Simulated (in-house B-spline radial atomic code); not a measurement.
Configurations of Bi3+, with energies counted from [Xe] 4f14 5d10 6s2. Method: Dirac-Hartree-Fock, average of configuration, Fermi nucleus of rms radius 5.5211 fm. Calculated with an all-electron radial atomic-structure program (B-spline basis). Energies include first-order Breit, QED and recoil terms.

Occupations are held fixed; configurations that lie above the ionisation limit could autoionise.

```
                     configuration  E - E(ref) (eV)  highest orbital  its <r> (bohr)
           [Xe] 4f14 5d10 6s1 10d1            38.63           10d5/2           20.15
             [Xe] 4f14 5d9 6s2 7p1           45.739            7p3/2           5.068
             [Xe] 4f14 5d9 6s2 8f1            56.98            8f7/2           15.04
            [Xe] 4f14 5d9 6s2 10f1           58.976           10f7/2           26.52
            [Xe] 4f14 5d9 6s2 10g1           59.698           10g7/2           34.83
            [Xe] 4f13 5d10 6s2 6d1           176.29            6d5/2           3.545
            [Xe] 4f13 5d10 6s2 7p1           179.97            7p3/2           5.033
            [Xe] 4f13 5d10 6s2 8s1           184.53            8s1/2           7.086
            [Xe] 4f13 5d10 6s2 8p1           186.32            8p3/2            8.24
            [Xe] 4f13 5d10 6s2 6g1           190.15            6g7/2           10.92
[Kr] 4d9 4f14 5s2 5p6 5d10 6s2 7p1           475.46            7p3/2           5.032
[Kr] 4d9 4f14 5s2 5p6 5d10 5f1 6s2           476.26            5f5/2           3.369
[Kr] 4d9 4f14 5s2 5p6 5d10 6s2 6g1           485.65            6g7/2           10.92
```

Q: Order these further configurations by energy, lowest first.
A. [Xe] 4f14 5d10 6s1 7g1
B. [Xe] 4f14 5d10 6s1 6p1
C. [Kr] 4d9 4f14 5s2 5p6 5d10 6s2 10p1
D. [Kr] 4d10 4f14 5s2 5p5 5d10 6s2 8f1
E. [Xe] 4f14 5d9 6s2 10s1

A: B (10.564 eV), A (38.107 eV), E (56.478 eV), D (136.58 eV), C (486.88 eV).

Q: How far above the reference does [Kr] 4d10 4f14 5s2 5p5 5d10 5g1 6s2 lie?

A: 132.77 eV; its least bound orbital is 5g7/2 with <r> = 6.826 bohr.

Q: How far above the reference does [Xe] 4f14 5d10 6s1 8d1 lie?

A: 35.16 eV; its least bound orbital is 8d5/2 with <r> = 10.44 bohr.

Q: How far above the reference does [Xe] 4f13 5d10 6s2 9s1 lie?

A: 188.55 eV; its least bound orbital is 9s1/2 with <r> = 10.73 bohr.

Q: One of these lies 54.25 eV from the reference. Which?
A. [Xe] 4f14 5d9 6s2 6p1
B. [Xe] 4f13 5d10 6s2 7d1
C. [Xe] 4f14 5d9 6s2 9s1
D. [Kr] 4d10 4f14 5s2 5p5 5d10 6s2 7g1

A: C.
